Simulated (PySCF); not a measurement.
## From computed data to an observable: chemical shift, span and skew from a shielding tensor

C4H2ClF, SMILES F/C(C#C)=C/Cl. Atoms are numbered in the order given.

```xyz
8

C     -1.8247     1.7716     0.0000
C     -0.7216     1.2381     0.0000
C      0.5638     0.6360     0.0000
F      1.6115     1.4912     0.0000
C      0.8327    -0.6953     0.0000
Cl    -0.3928    -1.9004     0.0000
H     -2.8005     2.2378     0.0000
H      1.8723    -1.0538     0.0000
```
Charge 0, spin multiplicity 1.

The structure is a stationary point at PBE-D3(BJ)/def2-SVP. The structure was generated by enumeration; whether it is a known compound was not checked.

GIAO shieldings from KT2/pcSseg-1 (PySCF), non-relativistic, no solvent. The symmetric part of the tensor of C3 has the principal values -38.7, 73.0, 75.1 ppm. The same nucleus in TMS has σ = 185.1 ppm at this level (PySCF, at its B3LYP-D3(BJ)/def2-TZVP geometry). Without spin–orbit terms, shifts of atoms bonded to Cl or Br come out too high.

Question: Work out the isotropic shielding, the ¹³C shift against TMS, the span and the skew.

Answer: 
σ(iso) = (σ11 + σ22 + σ33)/3 = 36.5 ppm. δ = σ(ref) − σ(iso) = 185.1 − (36.5) = 148.6 ppm.
Span Ω = σ33 − σ11 = 113.8 ppm. Skew κ = 3(σ(iso) − σ22)/Ω = -0.96. Tumbling in solution averages the tensor to δ; in a static solid the shielding alone would spread this spin-1/2 line over Ω.
